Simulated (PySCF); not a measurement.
Point-charge models of `CO[Si@@H](C)OCC#N` against its computed dipole.

Coordinates (GFN2-xTB, Å) and charges (e) from the PBE0/pcSseg-1 density (PySCF):

| atom | x | y | z | Mulliken | IAO | Hirshfeld | ESP-fitted |
| --- | --- | --- | --- | --- | --- | --- | --- |
| C1 | -2.302 | 1.225 | 0.638 | -0.0067 | -0.1955 | -0.0301 | -0.2563 |
| O2 | -0.973 | 0.924 | 0.324 | -0.6495 | -0.6512 | -0.2341 | -0.3823 |
| Si3 | -0.161 | -0.465 | 0.583 | +1.0702 | +1.3364 | +0.4680 | +0.9882 |
| C4 | -0.899 | -1.979 | -0.272 | -0.6508 | -0.7567 | -0.2169 | -0.8179 |
| O5 | 1.281 | -0.275 | -0.133 | -0.6240 | -0.6281 | -0.2152 | -0.3944 |
| C6 | 2.186 | 0.776 | 0.039 | +0.1467 | -0.0774 | +0.0418 | -0.1974 |
| C7 | 3.413 | 0.498 | -0.681 | +0.0461 | +0.1451 | +0.0849 | +0.4605 |
| N8 | 4.379 | 0.274 | -1.247 | -0.2418 | -0.2279 | -0.2148 | -0.4767 |
| H9 | -2.509 | 2.236 | 0.288 | +0.1220 | +0.1569 | +0.0519 | +0.1450 |
| H10 | -2.465 | 1.176 | 1.717 | +0.0998 | +0.1306 | +0.0426 | +0.1116 |
| H11 | -2.984 | 0.526 | 0.150 | +0.1008 | +0.1306 | +0.0437 | +0.1287 |
| H12 | -0.002 | -0.649 | 2.033 | -0.1521 | -0.1907 | -0.0934 | -0.1885 |
| H13 | -1.063 | -1.797 | -1.331 | +0.1484 | +0.1652 | +0.0490 | +0.2104 |
| H14 | -0.247 | -2.841 | -0.186 | +0.1502 | +0.1709 | +0.0505 | +0.1957 |
| H15 | -1.854 | -2.242 | 0.171 | +0.1316 | +0.1539 | +0.0412 | +0.1918 |
| H16 | 1.760 | 1.716 | -0.339 | +0.1612 | +0.1749 | +0.0663 | +0.1438 |
| H17 | 2.433 | 0.910 | 1.102 | +0.1479 | +0.1630 | +0.0648 | +0.1376 |

Form Σ q r in debye for every column and set it beside the full dipole.

The full density gives (-4.66, 0.95, 2.49) D, 5.37 D in size; dipole vectors point from the negative to the positive end.

```json
{"scheme": "Mulliken", "μx": "-4.65", "μy": "1.87", "μz": "3.67", "size (D)": "6.21", "share of the full size (%)": "116", "angle to the full dipole (°)": "12"}
{"scheme": "IAO", "μx": "-3.99", "μy": "0.84", "μz": "3.42", "size (D)": "5.32", "share of the full size (%)": "99", "angle to the full dipole (°)": "12"}
{"scheme": "Hirshfeld", "μx": "-3.12", "μy": "0.63", "μz": "1.75", "size (D)": "3.63", "share of the full size (%)": "68", "angle to the full dipole (°)": "1"}
{"scheme": "ESP-fitted", "μx": "-4.69", "μy": "0.96", "μz": "2.53", "size (D)": "5.42", "share of the full size (%)": "101", "angle to the full dipole (°)": "0"}
```

Which set comes closest?

Length of the difference vector: ESP-fitted 0.05 D, IAO 1.15 D, Mulliken 1.49 D, Hirshfeld 1.74 D. Closest: ESP-fitted. 

What is left for the Hirshfeld atoms' own dipoles?

The Hirshfeld atoms' densities add up to the full density, so μ = Σ q r + Σ (atomic dipoles). The atomic dipoles sum to (-4.66, 0.95, 2.49) − (-3.12, 0.63, 1.75) = (-1.54, 0.32, 0.74) D, 1.74 D in size.

With the origin at the mean of the coordinates, (0.000, 0.001, 0.168) Å, which are the largest single terms, by size, of the ESP-fitted dipole along the direction of the full one?

N8 +10.10, C7 -7.23, C1 -2.99, O5 +2.46, O2 -1.98 D; all 17 atoms together +5.42 D. The single terms depend on the origin, their sum doesn't.

Give the size of the full dipole in other units.

5.37 D = 2.112 au = 1.118 e·Å = 17.91 × 10⁻³⁰ C·m.

Geometry: GFN2-xTB, one conformer, isolated molecule.

Shape of the structure used: `[CH3:1][O:2][Si@@H:3]([CH3:4])[O:5][CH2:6][C:7]#[N:8]`: C1–O2–Si3–C4 60°, O2–Si3–O5–C6 52°, Si3–O5–C6–C7 174°.
